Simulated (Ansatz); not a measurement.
`CCB(N)Cl` + HBr → `NB(Cl)Br` + ethane at 500 K and 1 bar (ligand exchange at a B–C bond).

Gas-phase electronic energies from Ansatz, PBE0-D4/def2-TZVP geometries. CCSD(T)/CBS is the MP2 limit (def2-TZVPP, def2-QZVPP) plus CCSD(T) − MP2 in def2-TZVPP, frozen cores. This one scheme is used for every species. For Br outer-core shells are correlated without core-valence functions, which leaves a few kJ/mol of doubt a bond. Scalar relativity is left out up to krypton. Each species was taken in one conformer, which may not be the lowest.

| species | CCSD(T)/CBS energy (Eh) | H − E (kJ/mol) | S (J/(mol·K)) |
| --- | --- | --- | --- |
| `CCB(N)Cl` | -619.70335 | 304.6 | 403.2 |
| HBr | -2573.91920 | 30.5 | 213.7 |
| `NB(Cl)Br` | -3113.92934 | 120.0 | 353.8 |
| `CC` | -79.71954 | 220.5 | 259.9 |

H − E and S are ideal-gas, rigid-rotor, harmonic terms from PBE0-D4/def2-TZVP, for one conformer and one mirror image of each species. 1 Eh = 2625.50 kJ/mol, R = 8.31446 J/(mol·K).

Problem. By hand: ΔE, ΔH, ΔS and ΔG.

Solution. ΔE = (-3113.92934) + (-79.71954) − (-619.70335) − (-2573.91920) = -0.02633 Eh = -69.1 kJ/mol. Δ(H − E) = 120.0 + 220.5 − 304.6 − 30.5 = 5.4, so ΔH = -63.7 kJ/mol. ΔS = 353.8 + 259.9 − 403.2 − 213.7 = -3.2 J/(mol·K). ΔG = -63.7 − 500 × (-3.2)/1000 = -62.1 kJ/mol.

Problem. By hand: the equilibrium constant, and the temperature at which ΔG would vanish if ΔH and ΔS stayed fixed.

Solution. log₁₀ K = −ΔG/(RT ln 10) = 6.5. ΔG = 0 at ΔH/ΔS = 19906 K, far beyond where these terms or the molecules hold.

The number of gas molecules stays the same, so ΔS is small and ΔH decides. A doubt of 5 kJ/mol in ΔE shifts log₁₀ K by 0.5 here. Other conformers and mirror images would add mixing entropy, several J/(mol·K) or more a flexible species. Modes under 60 cm⁻¹, often nearly free rotors, make the harmonic entropy too high. These are equilibria of isolated gas molecules and say nothing of rates. Largest T1 diagnostic: 0.010 (customary marks: 0.02 for closed shells, 0.045 for open ones).
